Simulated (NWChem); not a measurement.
CH3IMg; SMILES [CH3][Mg][I]

```xyz
6

Mg    -0.0647    -1.5055     0.0000
I      0.3049     1.0440     0.0001
C     -0.3622    -3.5656    -0.0001
H     -0.8982    -3.8971    -0.9051
H     -0.9562    -3.8888     0.8712
H      0.5955    -4.1115     0.0337
```
Atoms are numbered in this order, from 1.

Geometry: optimised at PBE0/def2-SVP. Not confirmed as a minimum by frequencies. def2 effective core potentials on I; no spin-orbit coupling.

### Question
List the 4 lowest vertical singlet excitations from PBE/def2-SVPD with def2 effective core potentials on I, TDA (NWChem).

### Answer
| state | energy (eV) | oscillator strength | leading excitation (squared amplitude) |
|---|---|---|---|
| S1 | 4.54 | 0.037 | HOMO → LUMO (0.98) |
| S2 | 4.54 | 0.037 | HOMO−1 → LUMO (0.98) |
| S3 | 5.26 | 0.000 | HOMO → LUMO+1 (0.52) |
| S4 | 5.26 | 0.000 | HOMO−1 → LUMO+1 (0.50) |
